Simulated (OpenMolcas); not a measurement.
## Yb3+ in a ligand field

Yb3+ with 8 ligands (fluoride) in cubic eightfold coordination (Oh) at 2.29 Å. A charge of +0.625 e stands 2.4 Å behind each ligand. Ligand basis ANO-RCC-VDZP.

| Property | Result |
| --- | --- |
| Program | OpenMolcas 26.06 |
| Method | CASSCF |
| Basis | ANO-RCC-VDZP [7s6p4d2f1g] |
| Scalar Hamiltonian | DKH2, point nucleus |
| Active space | 13 electrons in 7 orbitals (4f) |
| State averaging | 2S+1 = 2 odd, 7 roots |
| Spin-orbit coupling | RASSI with atomic mean-field integrals over the reference wave functions |

The lowest spin-free states (labels of O, the rotations of Oh), above the lowest:

```csv
State,Degeneracy,E (cm-1),Free-ion L (%)
2A2,1,0.0,F (100)
2T1,3,543.8,F (100)
2T2,3,544.5,F (100)
```

The lowest levels with spin-orbit coupling:

| E (cm-1) | Degeneracy | Label | 2S+1 | J | |mJ| (%) | g |
| --- | --- | --- | --- | --- | --- | --- |
| 0.0 | 2 | Γ7 | 2 | 3.50 | 5/2 (75) | 3.45 3.45 3.45 |
| 324.8 | 4 | Γ8 | 2 | 3.51 | 3/2 (38) |  |
| 325.7 | 2 | Γ6 | 2 | 3.51 | 1/2 (58) | 2.66 2.66 2.66 |
| 10568 | 2 | Γ7 | 2 | 2.51 | 3/2 (83) | 1.45 1.45 1.45 |
| 10786 | 4 | Γ8 | 2 | 2.51 | 1/2 (50) |  |

Powder χT (cm3 K/mol): 1.13 at 2 K, 1.18 at 10 K, 1.43 at 50 K, 1.74 at 100 K, 2.2 at 200 K, 2.39 at 300 K. The effective moment at 300 K is 2.828 √(χT) = 4.37 μB.

Hund's rules give f13 the level 2F7/2 with g = 1.143, so an isolated free-ion multiplet has χT = g² J(J+1) / 8 = 2.571 cm3 K/mol. The computed 2.390 at 300 K differs by -7 %, through the field's splitting, the mixing of terms and any other multiplet in reach.

Stevens parameters of the J = 7/2 multiplet, which is 326 cm-1 wide (cm-1, z along the main axis): B40 = 1.849e-01, B44 = 9.246e-01, B60 = 2.915e-03, B64 = -6.122e-02.

Metal share of the active 4f orbitals (Löwdin): 99, 100, 100, 100, 100, 100, 100 %; Mulliken charge of the metal 2.55.

Without dynamic correlation the ligand-field splitting of an f shell can come out too small, at times by half. No measured value stands beside these numbers; the geometry was imposed, not optimised, and the real ion may take another.

The RASSCF and RASSI steps took 12 s on 1 thread of AMD EPYC 9R45 96-Core Processor (Zen 5), with other jobs on the host; the integral step is not counted.
